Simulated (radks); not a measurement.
Q: The mean radii <r> (bohr) of the occupied orbitals of an atom or ion are listed with their occupations. Calculated with a radial shooting solver on a logarithmic mesh with Libxc functionals: non-relativistic Kohn-Sham, LB94 model potential, spin-polarised, spherical densities, point nucleus.

| orbital | occ. | <r> |
|---|---|---|
| 1s up | 1 | 0.01867 |
| 1s down | 1 | 0.01867 |
| 2s up | 1 | 0.07852 |
| 2s down | 1 | 0.07852 |
| 2p up | 3 | 0.06630 |
| 2p down | 3 | 0.06630 |
| 3s up | 1 | 0.1975 |
| 3s down | 1 | 0.1975 |
| 3p up | 3 | 0.1880 |
| 3p down | 3 | 0.1880 |
| 3d up | 5 | 0.1638 |
| 3d down | 5 | 0.1638 |
| 4s up | 1 | 0.4324 |
| 4s down | 1 | 0.4326 |
| 4p up | 3 | 0.4349 |
| 4p down | 3 | 0.4351 |
| 4d down | 5 | 0.4384 |
| 4d up | 5 | 0.4381 |
| 4f down | 7 | 0.4418 |
| 4f up | 7 | 0.4414 |
| 5s down | 1 | 0.8658 |
| 5s up | 1 | 0.8678 |
| 5p up | 1 | 0.8992 |

Name the element and its charge. Open shells, if any, are filled with parallel spins first.

A: Z = 81, thallium, charge +18: Tl18+ in [Kr] 4d10 4f14 5s2 5p1. The 1s radius gives Z: for a bare nucleus <r> = 1.5/Z, 0.01852 bohr for Z = 81, and screening makes it slightly larger (0.01867 here). The occupations add up to 63, and the charge is Z minus that.
